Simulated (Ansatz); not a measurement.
# Changing the shape of KH, singlet

Program: Ansatz, Gaussian basis, development build. Basis cc-pwCVTZ-X2C on K, cc-pVTZ-DK on H, scalar X2C without spin–orbit coupling, 5 orbitals frozen in the corrections; active space CAS(2,5). Restricted Hartree–Fock, then the lowest state-specific CASSCF solution met for each case. Coupled cluster stands on the determinant that it favours, not always the lowest RHF. On stretched bonds single-reference methods can fail or change state. Unlike active orbitals can shift such differences by tenths of an eV, at times by over 1 eV.

Case A: bond length 2.2400 Å.

Case B: bond length 2.5760 Å.

Energy less that of case A, in eV:

```json
{"case": "B", "RHF/ROHF": "+0.088", "CASSCF": "+0.078", "CCSD(T)": "+0.143"}
```

Give the SC-NEVPT2 energies against case A.

B: +0.122 eV (2.8 kcal/mol).
